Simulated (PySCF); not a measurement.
Start geometry of `[F][V-2]([F])([F])[F]` ([VF4]2-) [quartet] from GFN2-xTB (Å):
```
atom  x, y, z in Å
V1    -0.0010    0.0005    0.0008
F2     0.3717   -0.0158    1.9948
F3     2.0034    0.0084   -0.3413
F4    -1.1941    1.4277   -0.8156
F5    -1.1801   -1.4208   -0.8386
```

Q: What comes out of this run: PBE0-D3(BJ)/def2-SVP geometry optimisation, gas phase (PySCF)?

A: 
```
atom  x, y, z in Å
V1     0.0008    0.0026   -0.0017
F2     0.3764   -0.0113    1.8862
F3     1.8993    0.0091   -0.3286
F4    -1.1532    1.3451   -0.7629
F5    -1.1233   -1.3455   -0.7930
```

The energy falls by 0.141 eV over 6 energy and gradient evaluations, the largest force component goes from 0.0139 to 2.0e-04 Eh/bohr, and the atoms move by 0.094 Å rms after alignment. The bond that changes most is V1–F3 (ends: vanadium bonded to 4 F; fluorine bonded to V), which shortens by 0.107 Å. Bonds longer at the end by more than 0.005 Å: 0 of 4; shorter: 4. Rotational constants go from 3277, 2140, 2139 to 3678, 2377, 2365 MHz. The orientation of the end geometry is arbitrary; only internal coordinates are fixed.

The run used 87 basis functions and 82 SCF cycles in all. On one thread, Arm Neoverse V1, shared host, this took 30 s of wall time.

No PBE0-D3(BJ)/def2-SVP frequencies stand behind this structure, so it isn't proved a minimum. ⟨S²⟩ = 3.760 (exact for a quartet: 3.75). Whether so highly charged an anion holds all its electrons in the gas phase wasn't checked; a finite basis holds them in any case. No counter-ion or solvent screens the charge of this multiply charged ion. The geometry's basis has no diffuse functions, a weakness for an anion.

For an open-shell metal species like this, the optimisation's SCF solution wasn't tested for stability and no frequencies at its level were run, so a lower state or another shape may exist.
